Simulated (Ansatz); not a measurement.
Job for Ansatz (a program for electronic structure): R-CCSD(T)/aug-cc-pVTZ on AsH3 (SMILES [AsH3]) with ghost functions, monomers drawn apart or pushed together. The run froze 14 orbitals, filled d shells among them.

Ansatz 0.2 input:
```yaml
crystal:
  periodic: [false, false, false]
  atoms:
    - {symbol: As, position_ang: [-0.24589795, -0.19971429, 0.14388447]}
    - {symbol: H, position_ang: [-0.93105301, 0.73324079, -0.84218941]}
    - {symbol: H, position_ang: [-0.41634523, -1.41915382, -0.74823450]}
    - {symbol: H, position_ang: [1.14502960, 0.10943673, -0.38686969]}
basis:
  gaussian:
    orbitals: aug-cc-pVTZ
    ghost_atoms:
      - {symbol: Br, position_ang: [-1.34195539, -0.25056277, 5.09210493]}
      - {symbol: H, position_ang: [-1.03095420, -0.23581475, 3.68679977]}
magnetization: {spin_polarized: false}
correlation: {method: ccsd_t, electrons: outside_noble_gas}
scf: {lower_state_search: off}
```

It printed:

```
WARN ansatz: RAYON_NUM_THREADS=1 ignored (pool sized by the plan → 1); use --threads N
Functional definition: HF
these checks for a lower state are left out or cut short: stability, starts, cluster_reference, orbital_swaps, neighbouring_geometries, increment
integrals: 0.93 GiB planned
1195 factors; integrals over basis functions are off by at most 1.0e-3 eV
mean field: 0.57 GiB planned
mean field evaluation 1: about -60843.4291 eV, gradient 8.7e0 eV
mean field evaluation 2: about -60843.4423 eV, gradient 8.7e0 eV
mean field evaluation 4: about -60843.9473 eV, gradient 8.6e-1 eV
mean field evaluation 8: about -60843.9517 eV, gradient 5.9e-2 eV
mean field -60843.95171786 eV, -2235.9739841196 hartree, gradient 6.1e-7 eV, S^2 0.000000; 0 other end points of the search recorded, 0 dependent functions left out
14 core orbitals not correlated
reference -60843.95171786 eV, -2235.9739841196 hartree; 4, 4 occupied and 192, 192 virtual orbitals, 1195 factors
second order -4.35357238 eV of doubles, -0.00000000 eV of singles
coupled cluster: 0.93 GiB planned
cycle   1  -4.87456638 eV  change   -5.2e-1 eV  update   5.7e-2
cycle   2  -5.07110125 eV  change   -2.0e-1 eV  update   2.0e-2
cycle   3  -5.08270003 eV  change   -1.2e-2 eV  update   5.6e-3
cycle   4  -5.08119881 eV  change    1.5e-3 eV  update   1.9e-3
cycle   5  -5.08068230 eV  change    5.2e-4 eV  update   5.3e-4
cycle   6  -5.08065686 eV  change    2.5e-5 eV  update   1.6e-4
cycle   7  -5.08068392 eV  change   -2.7e-5 eV  update   5.6e-5
cycle   8  -5.08068864 eV  change   -4.7e-6 eV  update   1.9e-5
cycle   9  -5.08068677 eV  change    1.9e-6 eV  update   6.7e-6
perturbative correction -0.16772039 eV, -0.0061636107 hartree
Total energy: -60849.20012503 eV, -2236.1668595255 hartree
Checks for a lower state left out: stability, starts, cluster_reference, orbital_swaps, neighbouring_geometries, increment
```

The run converged.

Cost: about 2.4 core-minutes (a rough figure).
